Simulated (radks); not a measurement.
Values are calculated unless marked as measured or tabulated.
Ionisation of the palladium ion Pd2+, [Kr] 4d8, to Pd3+, [Kr] 4d7, under several functionals. Dirac Kohn-Sham, spin-unpolarised, spherical densities, finite nucleus; open shells are shared between the two j in proportion to 2j + 1; a radial shooting solver on a logarithmic mesh with Libxc functionals.

functional                                      E(Pd2+) (hartree)  Exc (hartree)  IE (eV)  -e(HOMO) (eV)  <r> HOMO (bohr)  IE error (eV)
revPBE                                                -5045.97076     -143.67333   34.278         27.028            1.378         +1.348
exchange-only B88                                     -5044.07010     -141.73019   33.163         25.969            1.389         +0.233
B86b exchange with PBE correlation                    -5046.37616     -144.07836   34.382         27.136            1.380         +1.452
HCTH/407                                              -5048.99318     -146.88784   34.871         27.555            1.367         +1.941
SOGGA                                                 -5042.94936     -140.60691   34.239         26.997            1.379         +1.309
OLYP                                                  -5047.78624     -145.60147   34.433         27.138            1.372         +1.503
LDA (Slater exchange, Perdew-Wang correlation)        -5040.96364     -138.58251   34.597         27.363            1.382         +1.667

NIST Atomic Spectra Database: 32.930 eV (semi-empirical). Closest: exchange-only B88. The Delta-SCF values span 1.71 eV, the total energies 8.03 hartree. The highest occupied level is 4d5/2. Spin polarisation and multiplet splitting are left out, so open shells lie too high by an amount that depends on their filling. Sharing an open shell by 2j + 1 raises it above the true ground level by a part of the spin-orbit splitting, which enters the differences from NIST.

Beside tabulated values, note that spin-unpolarised runs miss the spin-polarisation part of the exchange energy of open shells.
